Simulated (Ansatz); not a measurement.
Pulling on the Be1–F2 bond in BeFHO (SMILES [OH][Be][F]) (multiplicity 1 held, fragments rigid). Energies count from the point at 1.389 Å.
Geometry at that point (charge 0, multiplicity 1):
```xyz
4

Be     0.02934     0.01482    -0.02556
F      0.98280     0.52801    -0.89505
O     -0.99865    -0.46737     0.82454
H     -0.97341    -1.07241     1.56141
```

Restricted levels (R-, RO-) in cc, def2 and unpolarised 6-31G sets keep to the state of the molecule at rest. Unrestricted levels (U-) break spin symmetry where that is lower. Left out are points that failed, MP2 points in a non-variational dive below the minimum, coupled-cluster points behind a sign of a changed root (a jump of the amplitudes, or a one-step jump against full CI or MRCI), small-basis points behind a change of solution, and semi-empirical points at long bonds. Levels need not reach the same state.

Cores are frozen in the correlated methods.

Programs: Ansatz (an electronic-structure program). 

Energies in kJ/mol.

| R (Å) | R-PBE/aug-cc-pVTZ | R-r2SCAN/aug-cc-pVTZ | U-SCS-MP2/aug-cc-pVTZ | R-CCSD(T)/aug-cc-pVTZ |
|---|---|---|---|---|
| 1.111 | 227 | 219 | 229 | 227 |
| 1.250 | 43 | 39 | 43 | 42 |
| 1.389 | 0 | 0 | 0 | 0 |
| 1.528 | 21 | 25 | 23 | 24 |
| 1.666 | 70 | 78 | 74 | 76 |
| 1.875 | 160 | 173 | 168 | 171 |
| 2.083 | 249 | 267 | 263 | 267 |
| 2.430 | 376 | 401 | 402 | 404 |
| 2.777 | 473 | 503 | 650 | 512 |
| 3.194 | 555 | 592 | 697 | 602 |
| 3.749 | 623 | 666 | 713 | 625 |
| 4.444 | 668 | 715 | 717 | left out |

Doubts at one or more of the structures used: a restricted determinant that unrestricted orbitals would lower (R-PBE/aug-cc-pVTZ, R-r2SCAN/aug-cc-pVTZ, R-CCSD(T)/aug-cc-pVTZ); a spin-contaminated determinant (U-SCS-MP2/aug-cc-pVTZ); T1 above 0.05 (R-CCSD(T)/aug-cc-pVTZ).
